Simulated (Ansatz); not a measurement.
```xyz
8

N     0.658   -1.482   -0.224
Al    0.686    0.212    0.290
B    -1.145    1.344    0.025
F    -2.180    0.748   -0.559
H     1.430   -2.127   -0.159
H    -0.143   -1.939   -0.629
H     2.048    0.756    0.904
H    -1.353    2.488    0.352
```

The species carries charge 0 and has multiplicity 1.

(1) List the r2SCAN/def2-TZVPP orbital energies in eV (the Gaussian-basis code of Ansatz). (An estimate is asked.)

Results:

(1) The calculation gave: Occupied: -1516.34, -666.65, -384.65, -181.75, -109.90, -70.24, -70.03, -70.01, -31.97, -21.62, -14.08, -12.18, -11.71, -11.45, -11.12, -10.07, -8.10, -6.53, -6.19. Lowest empty: -2.74, 0.08, 0.19, 1.05, 1.89, 2.71, 2.91, 3.06.
